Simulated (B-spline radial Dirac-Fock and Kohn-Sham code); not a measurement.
Relativistic shifts of the levels of Zr

System: the Zr atom in the configuration 1s2 2s2 2p6 3s2 3p6 3d10 4s2 4p6 4d2 5s2.

Both columns are ΔSCF binding energies of the configuration average from a radial B-spline solver: non-relativistic Hartree-Fock with a point nucleus, and Dirac-Fock with a finite nucleus and the Coulomb interaction alone, averaged over the two j levels with weights 2j+1.

```tsv
shell	Hartree-Fock (eV)	Dirac-Fock (eV)	shift (eV)	shift (%)
1s	17651.1	18052.3	+401.29	+2.27
2s	2457.7	2551.1	+93.39	+3.80
2p	2240.2	2264.0	+23.90	+1.07
3s	426.3	443.3	+17.02	+3.99
3p	343.5	347.6	+4.10	+1.19
3d	192.9	189.5	-3.45	-1.79
4s	62.85	65.12	+2.27	+3.61
4p	37.77	37.95	+0.17	+0.46
4d	7.05	6.57	-0.49	-6.88
5s	5.44	5.60	+0.17	+3.04
```

Relativity binds 1s, 2s, 2p, 3s, 3p, 4s, 4p, 5s more strongly, among those listed most of all 3s in relative terms, and 3d, 4d more weakly, because the contracted s and p shells screen the nucleus better.

Values without a named source are computed, but for edge energies of neutral atoms, which are taken from tables.
